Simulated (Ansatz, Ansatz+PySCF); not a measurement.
```xyz
2

F     0.0000    0.0000   -1.0323
F     0.0000    0.0000    1.0323
```

Basis set: cc-pVDZ (spherical functions). Frozen core: 2 orbitals. Charge 0, multiplicity 1.

Computed with Ansatz (development build ahead of 0.2.0); each method stands on the lowest determinant of its kind that the runs found. Restricted open shells among the atoms or ions are ROHF, correlated in semicanonical orbitals with singles. Restricted functionals stand beside restricted open-shell atoms, which can lie above the unrestricted atoms usual in DFT and then raise those values.

The atomization energy at this shape (free ground-state atoms in the same class of orbitals less the molecule, no zero-point energy) of singlet F₂:

```json
{"method": "ωB97X (unrestricted)", "atomization energy": "0.22 eV"}
{"method": "r²SCAN (unrestricted)", "atomization energy": "0.29 eV"}
{"method": "ωB97X (restricted)", "atomization energy": "-1.31 eV"}
{"method": "r²SCAN (restricted)", "atomization energy": "-0.63 eV"}
{"method": "PBE0 (unrestricted)", "atomization energy": "0.17 eV"}
{"method": "PBE (unrestricted)", "atomization energy": "0.67 eV"}
{"method": "PBE (restricted)", "atomization energy": "0.23 eV"}
{"method": "RHF-CCSD(T)", "atomization energy": "0.35 eV"}
{"method": "UHF-CCSDT(Q)", "atomization energy": "0.31 eV"}
{"method": "UHF-CCSD(T)", "atomization energy": "0.06 eV"}
{"method": "UHF-MP2", "atomization energy": "-0.03 eV"}
{"method": "RHF-MP2", "atomization energy": "-0.39 eV"}
{"method": "UHF", "atomization energy": "-0.10 eV"}
{"method": "RHF", "atomization energy": "-5.56 eV"}
{"method": "RHF-CCSD", "atomization energy": "-0.55 eV"}
```

Task: What does PBE0 (restricted) give?

Result: -1.24 eV. Caution for ωB97X (unrestricted), PBE0 (unrestricted), UHF-CCSDT(Q), UHF-CCSD(T), UHF-MP2, UHF: the determinant breaks the point group; the unrestricted determinant is a mixture of spin states. Caution for r²SCAN (unrestricted), PBE (unrestricted): the unrestricted determinant is spin contaminated. Caution for ωB97X (restricted), r²SCAN (restricted), PBE (restricted), PBE0 (restricted), RHF-CCSD(T), RHF-MP2, RHF, RHF-CCSD: an unrestricted determinant lies well below. Caution for ωB97X (restricted), PBE0 (restricted), RHF: the molecule lies well above its atoms at this level. Caution for RHF-CCSD(T), RHF-MP2, RHF-CCSD: large amplitudes, a single reference is doubtful. Caution for RHF-CCSD(T), UHF-CCSDT(Q): the amplitudes may be one of several solutions. Caution for UHF-CCSDT(Q), UHF-CCSD(T), UHF-MP2: bonds are stretched, where a single reference can fail. Caution for UHF-CCSD(T): another reference gives a lower total; the program doubts this total.
